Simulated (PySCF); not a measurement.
Working with the constants of HfO

PBE0 constants of HfO, ¹Σ⁺ (singlet), closed shell (PySCF, scalar-relativistic core potentials, basis sets Hf cc-pVDZ-PP with ECP60, O cc-pVDZ; masses 179.9465 and 15.9949 u):

| Item | Value |
| --- | --- |
| ωe | 996.1 cm⁻¹ |
| ωexe | 2.57 cm⁻¹ |
| Be | 0.39042 cm⁻¹ |
| αe | 0.00151 cm⁻¹ |

Question: What force constant and bond length do these constants imply?

Answer: Reduced mass μred = 14.689 u; k = 5.8918×10⁻⁷·μred·ωe² (u, cm⁻¹, mdyn/Å) = 8.59 mdyn/Å; Re = √(16.8576/(μred·Be)) (u, cm⁻¹, Å) = 1.714 Å.

Question: Estimate the centrifugal constant D from the Kratzer relation and find the Dunham coefficient a1.

Answer: D = 4Be³/ωe² = 2.4e-07 cm⁻¹; a1 = −1 − αeωe/(6Be²) = -2.64.

De is left out where the level can put another filling of the metal’s s and d shells below the measured ground configuration, by anything from nothing to about 1 eV. Spin–orbit coupling is left out, which matters for elements this heavy, above all for dissociation energies.
